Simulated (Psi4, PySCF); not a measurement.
PySCF was given this input:
```python
from pyscf import gto, scf, dft

mol = gto.Mole()
mol.atom = '''
    C     1.231296   -0.256698   -0.096553
    C    -0.057991    0.173937    0.499408
    N    -1.201007    0.149662   -0.310170
    H     1.647232    0.488635   -0.788645
    H     1.968133   -0.422047    0.687336
    H     1.103384   -1.183652   -0.657212
    H    -0.055250    0.947582    1.249310
    H    -2.066681    0.263625    0.198966
    H    -1.229596   -0.645216   -0.935699
'''
mol.basis = 'sto-3g'
mol.charge = 0
mol.spin = 1
mol.verbose = 4
mol.build()

mf = dft.UKS(mol)
mf.xc = 'r2scan'
mf.grids.atom_grid = (99, 590)
mf.grids.prune = None
mf.kernel()
```

Q: Give the equivalent Psi4 input.

A: This is not unique; one that fits is 
```
memory 2 GB

molecule {
0 2
  C     1.23129600   -0.25669769   -0.09655273
  C    -0.05799116    0.17393746    0.49940779
  N    -1.20100732    0.14966202   -0.31016964
  H     1.64723200    0.48863493   -0.78864494
  H     1.96813276   -0.42204686    0.68733552
  H     1.10338449   -1.18365188   -0.65721155
  H    -0.05524989    0.94758192    1.24931036
  H    -2.06668125    0.26362547    0.19896649
  H    -1.22959588   -0.64521633   -0.93569883
}

set basis sto-3g
set reference uks
set scf_type pk
set puream true
set d_convergence 1e-8
set dft_radial_points 99
set dft_spherical_points 590

energy('r2scan')
print_variables()
```

Both were run: PySCF gave -132.753159 Eh and Psi4 -132.753169 Eh, 0.010 mEh apart.
